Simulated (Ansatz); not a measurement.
Species: C4H6S, SMILES `C=C=CSC` (C–C–S–C torsion 0°) (charge 0, multiplicity 1).

Problem. Give a relaxed geometry from Ansatz (a quantum-chemistry and plane-wave program) with B3LYP-D3(BJ)/def2-TZVP.

Solution. This is not unique; one that fits is the end point of this relaxation, one of several conformers (outside a Z-matrix the atoms follow the SMILES, hydrogens last).
Cartesian coordinates (Å) in one orientation:
```xyz
11

C     -1.915    -0.504     0.485
C     -1.066     0.460     0.275
C     -0.212     1.420     0.064
S      1.489     1.253    -0.372
C      1.661    -0.544    -0.428
H     -2.062    -0.929     1.473
H     -2.520    -0.914    -0.317
H     -0.515     2.458     0.150
H      2.697    -0.747    -0.696
H      0.999    -0.972    -1.179
H      1.443    -0.982     0.545
```
